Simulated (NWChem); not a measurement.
System: C$_{2}$H$_{9}$NSi; SMILES N[SiH](C)C

Input file for NWChem:

```
start job
memory heap 200 mb stack 700 mb global 900 mb
geometry units angstroms noautosym nocenter noautoz
  Si    -0.065480    -0.012679     0.341782
  C      0.138419     1.768884    -0.243707
  C      1.446315    -1.005889    -0.160922
  N     -1.473359    -0.838817    -0.261755
  H     -0.212689     0.011975     1.833100
  H      0.254345     1.819817    -1.338816
  H     -0.735062     2.382088     0.029761
  H      1.028917     2.234315     0.210073
  H      1.379901    -2.038398     0.213981
  H      1.543309    -1.048638    -1.258307
  H      2.368677    -0.552138     0.234422
  H     -1.524092    -1.077838    -1.246485
  H     -2.389440    -0.564156     0.075876
end
basis spherical
  * library def2-svp
end
dft
  xc pbe0
  iterations 150
end
property
  efieldgrad
end
task dft property
```

Structure relaxed at the PBE0/def2-SVP level.

Vzz is the largest principal value of the second derivative of the potential at the nucleus (NWChem prints the opposite sign); η is the asymmetry. Non-relativistic.

Atoms are numbered as in the input.

Problem. Predict the main results of this run. (PBE0/def2-SVP.) Quantities: Vzz N4 (a.u.); η N4.

Solution. 
```json
{
 "Vzz N4 (a.u.)": "-0.937",
 "η N4": "0.33"
}
```
